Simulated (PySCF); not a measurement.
Species: CF3C(O)Cl, C2ClF3O.
Atom-mapped SMILES: `[O:1]=[C:2]([Cl:3])[C:4]([F:5])([F:6])[F:7]`

Geometry (PBE0-D3(BJ)/def2-SVP, Å), atoms numbered from 1 in this order:
```xyz
7
C2ClF3O angstrom
O      1.3312    1.2663   -0.4326
C      0.8625    0.2704   -0.0100
Cl     1.7801   -1.0211    0.7313
C     -0.6466   -0.0617   -0.0667
F     -1.0968   -0.3846    1.1367
F     -0.8435   -1.0866   -0.8863
F     -1.3135    0.9850   -0.5134
```

Theory: PBE0-D3(BJ)/def2-SVP geometry optimisation, gas phase in PySCF.

Take the most abundant isotopes and a rigid rotor. 

Q: Give the principal moments of inertia and the rotational constants in MHz.

A: Ia = 149.73, Ib = 280.19, Ic = 341.58 u·Å²; 505379 MHz·u·Å²/I gives A = 3375, B = 1804, C = 1480 MHz.

Q: What kind of rotor is it?

A: An asymmetric top; Ray's κ = -0.658.

Q: What does the inertial defect say?

A: Not planar: Δ = Ic − Ia − Ib = -88.34 u·Å². For a rigid frame Δ = −2 Σ m c², so Σ m c² = 44.17 u·Å² lies off the ab plane. The atom farthest from that plane is 1.15 Å away.

Q: Give the other two planar moments, Paa and Pbb, and the rms extents of the mass along the axes.

A: Paa = Σ m a² = (Ib + Ic − Ia)/2 = 236.02 and Pbb = Σ m b² = (Ia + Ic − Ib)/2 = 105.56 u·Å². With the mass M = 131.96 u, the rms extents √(P/M) along a, b and c are 1.34, 0.89, 0.58 Å.

Q: List the rotational levels J(Ka,Kc) to J = 2 (MHz).

A: Above 0(0,0):
J = 1: 1(0,1) 3283, 1(1,1) 4855, 1(1,0) 5179
J = 2: 2(0,2) 9805, 2(1,2) 11097, 2(1,1) 12070, 2(2,1) 16785, 2(2,0) 16830
The levels of one J sum to (2J + 1)J(J + 1)(A + B + C)/3.

Q: Which types of transition are allowed, and where do some lines up to J = 3 fall?

A: The dipole components are |μa| = 0.19 D, |μb| = 0.75 D, |μc| = 0.04 D. The squared components, which scale the intensities, stand as 0.06 : 1.00 : 0.00 (a : b : c). Some lines, for components of 0.1 D or more:

```tsv
type	branch	J(Ka,Kc)	MHz	lower level (cm⁻¹)
a	Q	2(1,1) ← 2(1,2)	972	0.370
b	Q	1(1,0) ← 1(0,1)	1896	0.110
b	Q	2(1,1) ← 2(0,2)	2265	0.327
b	Q	3(1,2) ← 3(0,3)	2896	0.650
a	R	1(0,1) ← 0(0,0)	3283	0.000
b	Q	3(2,1) ← 3(1,2)	4480	0.746
b	R	1(1,1) ← 0(0,0)	4855	0.000
b	R	2(0,2) ← 1(1,1)	4950	0.162
b	R	3(1,2) ← 2(2,1)	5591	0.560
b	Q	3(2,2) ← 3(1,3)	6200	0.682
a	R	2(1,2) ← 1(1,1)	6242	0.162
a	R	2(0,2) ← 1(0,1)	6521	0.110
a	R	2(1,1) ← 1(1,0)	6891	0.173
b	R	2(1,2) ← 1(0,1)	7814	0.110
b	R	3(0,3) ← 2(1,2)	8382	0.370
b	Q	3(3,0) ← 3(2,1)	8479	0.896
b	Q	3(3,1) ← 3(2,2)	8695	0.888
a	R	3(1,3) ← 2(1,2)	9337	0.370
a	R	3(2,2) ← 2(2,1)	9850	0.560
a	R	3(1,2) ← 2(1,1)	10306	0.403
b	R	3(1,3) ← 2(0,2)	10630	0.327
b	R	3(2,2) ← 2(1,1)	14565	0.403
b	R	3(2,1) ← 2(1,2)	15758	0.370
b	R	3(3,1) ← 2(2,0)	18500	0.561
b	R	3(3,0) ← 2(2,1)	18549	0.560
```

No frequency check. No vibrational averaging or centrifugal distortion is included, and the geometry carries the error of its method. Quadrupole hyperfine structure (35Cl) is left out.
